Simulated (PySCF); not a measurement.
C2H9AlN2, SMILES C[N](C)[AlH][NH2]. Atoms are numbered in the order given.

```xyz
14

Al    -0.6634    -0.8746     0.0000
H     -2.2336    -1.0501     0.0000
N      0.3977    -2.3052     0.0000
H      0.0473    -3.2601     0.0000
H      1.4142    -2.3200     0.0000
N      0.0323     0.7785     0.0000
C     -0.7959     1.9698     0.0000
C      1.4501     1.0790     0.0000
H     -0.6098     2.6030     0.8918
H     -0.6098     2.6030    -0.8918
H     -1.8638     1.6986     0.0000
H      1.7483     1.6680    -0.8916
H      1.7483     1.6680     0.8916
H      2.0477     0.1536     0.0000
```

Geometry: TPSSh-D3(BJ)/def2-SVP. The structure was generated by enumeration; whether it is a known compound was not checked. The values are those of a single conformer.

Method: PBE0/def2-TZVP (PySCF).

Computed frontier levels, gap, dipole moment and polarisability:
```json
{
  "highest_occupied_level": "-6.10 eV",
  "lowest_empty_level": "0.27 eV",
  "orbital_gap": "6.37 eV",
  "dipole_moment": "1.04 D",
  "quadrupole, principal values (traceless, Buckingham form, about the centre of nuclear charge)": "-2.73, -2.16, 4.89 D·Å",
  "mean_static_polarisability": "68.4 bohr³ (10.13 Å³)",
  "polarisability_principal_values": "56.3, 69.2, 79.7 bohr³"
}
```
